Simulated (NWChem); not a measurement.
C$_{2}$H$_{6}$AlCl; SMILES [CH3][Al]([CH3])[Cl]

Computed with NWChem. Coordinates come from a B3LYP/6-31G* (spherical d) optimisation. Level M06-2X/def2-SVP: energy and gradient on several grids; changes count from the extra-fine grid, which is no exact limit either.

```json
[
 {"grid": "xcoarse", "size of the energy change (μHa)": "4000", "largest change of a gradient component (μHa/bohr)": "800", "time, medium = 1 (rough)": "about 1"},
 {"grid": "coarse", "size of the energy change (μHa)": "200", "largest change of a gradient component (μHa/bohr)": "700", "time, medium = 1 (rough)": "about 1"},
 {"grid": "medium", "size of the energy change (μHa)": "< 10", "largest change of a gradient component (μHa/bohr)": "200", "time, medium = 1 (rough)": "about 1"},
 {"grid": "fine", "size of the energy change (μHa)": "< 10", "largest change of a gradient component (μHa/bohr)": "40", "time, medium = 1 (rough)": "about 1"},
 {"grid": "xfine", "size of the energy change (μHa)": "< 10", "largest change of a gradient component (μHa/bohr)": "< 30", "time, medium = 1 (rough)": "3"}
]
```
